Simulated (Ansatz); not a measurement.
Computed with Ansatz.

A structure relaxed at PBE0-D4/def2-TZVP, charge 0, multiplicity 2:

| atom | x (Å) | y (Å) | z (Å) |
| --- | --- | --- | --- |
| N1 | 1.0535 | 0.6828 | 1.5880 |
| Si2 | 1.6742 | 1.0465 | 0.0327 |
| N3 | 0.4840 | 0.4757 | -1.0947 |
| Si4 | -0.5493 | -0.8943 | -0.9821 |
| N5 | -1.5462 | -0.7470 | 0.4199 |
| H6 | 1.6629 | 0.5032 | 2.3673 |
| H7 | 0.1701 | 0.1916 | 1.6529 |
| H8 | 1.8266 | 2.5198 | -0.2378 |
| H9 | 0.4792 | 0.9441 | -1.9894 |
| H10 | 0.1622 | -2.1840 | -0.7743 |
| H11 | -1.2771 | -0.9420 | -2.2827 |
| H12 | -1.9119 | -1.5913 | 0.8330 |
| H13 | -2.2282 | -0.0050 | 0.4672 |

Question: Give its formula and SMILES.

Answer: H8N3Si2, `N[SiH]N[SiH2]N`.

Question: Point group (tolerance 0.08 Å, 0.16 Å for H)?

Answer: C1.

Question: Summarise the bond lengths by kind.

Answer: 4 × N–Si 1.714 to 1.736 Å; 5 × H–N 1.005 to 1.013 Å; 3 × H–Si 1.488 to 1.506 Å.
